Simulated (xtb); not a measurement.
xtb input:

```bash
xtb mol.xyz --gfn 1 --sp --chrg 0 --uhf 0
```
mol.xyz:
```
2

Ag    -0.00000000    -0.00000000    -1.37421160
I      0.00000000     0.00000000     1.21864047
```

Q: Which total energy does the run end on?

A: -7.79448 Eh (GFN1-xTB).
